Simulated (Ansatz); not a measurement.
Total energies of `C[CH2][SnH2][CH2]C`.

```xyz
17

C     0.349    2.196   -0.315
C    -0.803    1.512    0.407
Sn   -0.198   -0.290    1.422
C     0.745   -1.599   -0.006
C    -0.134   -1.881   -1.216
H     0.020    3.104   -0.831
H     1.144    2.488    0.376
H     0.800    1.544   -1.068
H    -1.252    2.178    1.147
H    -1.597    1.241   -0.293
H    -1.564   -1.074    2.104
H     0.898    0.103    2.683
H     1.685   -1.130   -0.307
H     1.008   -2.524    0.512
H     0.365   -2.541   -1.932
H    -1.072   -2.364   -0.931
H    -0.394   -0.963   -1.752
```

The species carries charge 0 and has multiplicity 1. Correlated methods include outer-core shells of Sn, which these sets cover unevenly. Sn takes the def2 core potential. Geometry: relaxed with PBE0-D4/def2-TZVP. It is one conformer, not always the lowest. Basis def2-TZVPP, Ansatz 0.2.0.

RPA on PBE orbitals: Hartree–Fock energy of these orbitals -371.78401 Eh, correlation -1.72799 Eh (frozen core).

| functional | energy without D4 (Eh) | D4 term (kJ/mol) |
| --- | --- | --- |
| LDA (SPW92) | -372.09807 | – |
| PBE | -373.74134 | -34.6 |
| revPBE | -373.97764 | -101.0 |
| r2SCAN | -373.96136 | -9.1 |
| B97M-V | -373.99513 | – |
| B3LYP | -374.07307 | -55.2 |
| r2SCANh | -373.94565 | -9.7 |
| r2SCAN0 | -373.92337 | -10.7 |
| BHLYP | -373.80660 | -43.3 |
| CAM-B3LYP | -373.87049 | -30.2 |
| LC-ωPBE | -373.93250 | – |
| ωB97X-V | -373.92675 | – |
| B2PLYP | -373.61426 | – |
| PBE-QIDH | -373.57657 | – |

Problem. Give the same for BLYP, PBE0, HSE06 (plane-wave form), ωB97M-V. (An estimate is asked.)

Solution. The calculation gave: 
```tsv
functional	energy without D4 (Eh)	D4 term (kJ/mol)
BLYP	-373.81874	-74.1
PBE0	-373.78888	-29.6
HSE06 (plane-wave form)	-373.77623	-27.7
ωB97M-V	-373.82737	–
```

B3LYP takes the VWN-RPA correlation (the form of Gaussian; ORCA's B3LYP/G). HSE06 is the plane-wave form, built on full-range PBE exchange. The double hybrids freeze the cores in their second-order part.

LC-ωPBE has ω = 0.4 bohr⁻¹.
